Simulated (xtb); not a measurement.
CH4O2, SMILES OCO. All values are semi-empirical tight-binding results from xtb (GFN2-xTB unless named), good for trends rather than for accurate numbers. The structure is a stationary point at GFN2-xTB. The values are those of a single conformer.

```json
{
  "point_group_as_xtb_finds_it": "C2",
  "orbital_gap": "13.75 eV",
  "dipole_moment": "0.51 D",
  "zero_point_energy": "34.1 kcal/mol",
  "G − E(el) at 298.15 K (modified RRHO)": "18.9 kcal/mol",
  "static polarisability (D4 model)": "26.4 bohr³",
  "solvation energy, GFN2-xTB/ALPB(water)": "-8.6 kcal/mol",
  "solvation energy, GFN2-xTB/ALPB(dmf)": "-8.7 kcal/mol"
}
```

Q: Give the IR lines (harmonic; lines under 4 % of the strongest left out, lines within 3 cm⁻¹ merged). (The exact figures need the calculation; the answer reports its results.)

A: ν (cm⁻¹): 379 (vs), 406 (m), 528 (s), 980 (m), 1029 (m), 1067 (vs), 1284 (s), 1322 (w), 1356 (s), 2903 (m), 2916 (m), 3529 (w) (against the strongest line: vs over 80 %, s over 45 %, m over 15 %, w over 4 %, vw less)
